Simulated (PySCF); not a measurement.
Si(H)2(OMe)(SiMe3), C₄H₁₄OSi₂, SMILES CO[SiH2][Si](C)(C)C, GFN2-xTB optimised geometry.

```
21

Si    -0.37    -0.93     0.00
O      1.26    -0.93     0.00
C      2.11    -2.03     0.00
Si    -0.79     1.34     0.00
C     -0.09     2.23    -1.55
C     -2.68     1.60     0.00
C     -0.08     2.23     1.54
H     -0.86    -1.72    -1.15
H     -0.86    -1.72     1.15
H      1.95    -2.65     0.89
H      3.14    -1.67     0.00
H      1.94    -2.65    -0.89
H      0.99     2.10    -1.62
H     -0.29     3.30    -1.52
H     -0.53     1.83    -2.46
H     -3.14     1.15     0.88
H     -2.94     2.65     0.00
H     -3.14     1.15    -0.87
H     -0.29     3.30     1.52
H      0.99     2.10     1.61
H     -0.52     1.84     2.46
```

Density from PBE0/def2-SVP in PySCF at that geometry.

Minimum of the electron density along straight lines between bonded atoms, close to the bond critical point (lines longer than 1.1 times the sum of covalent radii, or with two minima, are not listed):

```
bond    length / Å  ρ at the minimum / e bohr⁻³  ∇²ρ there / e bohr⁻⁵  position (fraction from the first atom)
------  ----------  ---------------------------  --------------------  ---------------------------------------
Si1–O2       1.628                          ___                  1.08                                     0.41
O2–C3        1.392                        0.261                 -0.30                                     0.66
Si4–C5       1.916                        0.108                  0.30                                     0.38
Si4–C6       1.910                        0.108                   ___                                     0.38
Si4–C7       1.916                        0.108                  0.30                                     0.38
Si1–H8       1.477                        0.115                  0.30                                     0.49
Si1–H9       1.477                        0.115                  0.30                                     0.49
C3–H10       1.093                        0.281                 -1.06                                     0.63
C3–H11       1.091                        0.283                 -1.08                                     0.64
C3–H12       1.093                        0.281                 -1.06                                     0.63
C5–H13       1.086                        0.272                 -0.98                                     0.63
C5–H14       1.087                        0.271                 -0.96                                     0.62
C5–H15       1.087                        0.271                 -0.97                                     0.62
C6–H16       1.086                        0.271                 -0.96                                     0.62
C6–H17       1.086                        0.271                 -0.97                                     0.62
C6–H18       1.086                        0.271                 -0.96                                     0.62
C7–H19       1.087                        0.271                 -0.96                                     0.62
C7–H20       1.086                        0.272                 -0.98                                     0.63
C7–H21       1.087                        0.271                 -0.97                                     0.62
```

Question: Some entries are withheld; supply them.

Answer: 
- Si1–O2, ρ at the minimum / e bohr⁻³: 0.128
- Si4–C6, ∇²ρ there / e bohr⁻⁵: 0.32
